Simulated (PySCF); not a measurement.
Identify the unknown among the candidates.

All candidates are C5H9NO2Si.

| technique | computed result |
| --- | --- |
| 13C NMR | chemical shifts (computed TMS as zero) by class: 161.5 (1 C), 158.2 (1 C), 147.9 (1 C), 97.5 (1 C), 73.3 (1 C) ppm [GIAO PBE0/pcSseg-1] |
| Rotational structure | rotational constants A, B, C: 2.186, 1.294, 1.038 GHz [GFN2-xTB] |
| NMR, other nuclei | isotropic shieldings of nuclei other than C and H, by class: 245 (1 N), 222 (1 O), 248 (1 O), 385 (1 Si) ppm [GIAO PBE0/pcSseg-1] |
| 1H NMR | chemical shifts (computed TMS as zero) by class: 7.47 (1 H), 6.63 (1 H), 5.44 (1 H), 4.64 (1 H), 4.63 (1 H), 4.54 (1 H), 0.78 (2 H), 0.69 (1 H) ppm [GIAO PBE0/pcSseg-1] |
| Dipole | 1.72 D [PBE0/pcSseg-1] |

Electronic properties: PySCF, gas phase, density fitting. Levels stand in brackets. Geometry: GFN2-xTB, one conformer, isolated molecule. GFN2-xTB frequencies show an imaginary mode (134i cm⁻¹), so this geometry is no minimum at that level. NMR values are class means; diastereotopic atoms form classes of their own.

Task: Which candidate is it?
A. `CN([SiH3])CC#CC(=O)O`
B. `C=C1O[Si@@H](N)C=C[C@@H]1O`
C. `Oc1cnc(CC[SiH3])o1`
D. `C=CO[SiH2]CC(=O)N=C`
E. `C=NC[C@H]1OCC(=O)[SiH2]1`

Result: B. It is `C=C1O[Si@@H](N)C=C[C@@H]1O`. Numbering: `[CH2:1]=[C:2]1[O:3][Si@@H:4]([NH2:5])[CH:6]=[CH:7][C@@H:8]1[OH:9]`. Its formula, C5H9NO2Si, gives 3 degrees of unsaturation: 1 ring and 2 π bonds in the structure found. 5 carbons fall into 5 classes; from least to most shielded: vinylic carbon bearing oxygen [C2] (161.5 ppm), alkene CH carbon [C7] (158.2 ppm), alkene CH carbon [C6] (147.9 ppm), terminal =CH2 carbon [C1] (97.5 ppm), carbinol carbon (C–OH) [C8] (73.3 ppm). Hydrogen classes from least to most shielded: 1 H on an alkene CH carbon, C7 (7.47 ppm), 1 H on an alkene CH carbon, C6 (6.63 ppm), 1 H on an oxygen-bound silicon, Si4 (5.44 ppm), 1 H on a carbinol carbon (C–OH), C8 (4.64 ppm), 1 H on a terminal =CH2 carbon, C1 (4.63 ppm), 1 H on a terminal =CH2 carbon, C1 (4.54 ppm), 2 H on a silicon-bound nitrogen, N5 (0.78 ppm), 1 H on an alcohol oxygen, O9 (0.69 ppm). The other shieldings belong to: 245 ppm, silicon-bound nitrogen [N5]; 222 ppm, silyl ether oxygen [O3]; 248 ppm, alcohol oxygen [O9]; 385 ppm, oxygen-bound silicon [Si4]. The optimised geometry has point group C1 and is an asymmetric top.

The others, at the same levels:
- `Oc1cnc(CC[SiH3])o1` fails: its computed 13C shifts are 165.2 (1 C), 156.9 (1 C), 104.5 (1 C), 29.8 (1 C), 11.0 (1 C) ppm, 1H shifts are 6.25 (1 H), 4.66 (1 H), 3.77 (3 H), 2.90 (2 H), 1.11 (2 H) ppm and rotational constant A is 2.310 GHz (against 2.186 GHz).
- `C=CO[SiH2]CC(=O)N=C` fails: its computed 13C shifts are 183.0 (1 C), 156.5 (1 C), 148.1 (1 C), 95.4 (1 C), 31.9 (1 C) ppm, 1H shifts are 7.61 (1 H), 7.13 (1 H), 6.67 (1 H), 5.28 (2 H), 4.46 (1 H), 4.42 (1 H), 2.31 (2 H) ppm and rotational constant A is 3.932 GHz (against 2.186 GHz).
- `CN([SiH3])CC#CC(=O)O` fails: its computed 13C shifts are 158.0 (1 C), 95.9 (1 C), 82.3 (1 C), 45.4 (1 C), 39.6 (1 C) ppm, 1H shifts are 6.24 (1 H), 4.64 (3 H), 3.86 (2 H), 2.77 (3 H) ppm and rotational constant A is 2.719 GHz (against 2.186 GHz).
- `C=NC[C@H]1OCC(=O)[SiH2]1` fails: its computed 13C shifts are 258.8 (1 C), 161.3 (1 C), 77.9 (1 C), 77.7 (1 C), 70.5 (1 C) ppm, 1H shifts are 7.94 (1 H), 7.42 (1 H), 4.94 (1 H), 4.39 (1 H), 4.20 (1 H), 4.16 (1 H), 4.13 (1 H), 4.10 (1 H), 3.73 (1 H) ppm and rotational constant A is 1.730 GHz (against 2.186 GHz).

Each candidate is one conformer, not necessarily the lowest. The conformers computed, where there is a choice (atom-mapped SMILES and torsion angles):
- `[CH2:1]=[C:2]1[O:3][Si@@H:4]([NH2:5])[CH:6]=[CH:7][C@@H:8]1[OH:9]`: H–N5–Si4–O3 24°, H–N5–Si4–O3 -114°, H–O9–C8–C7 47°
- `[OH:1][c:2]1[cH:3][n:4][c:5]([CH2:6][CH2:7][SiH3:8])[o:9]1`: N4–C5–C6–C7 -102°, C5–C6–C7–Si8 -57°, H–O1–C2–C3 178°
- `[CH3:1][N:2]([SiH3:3])[CH2:4][C:5]#[C:6][C:7](=[O:8])[OH:9]`: C1–N2–C4–C5 -69°, H–O9–C7–C6 180°

The conformers of `C=CO[SiH2]CC(=O)N=C` and `C=NC[C@H]1OCC(=O)[SiH2]1` aren't listed.
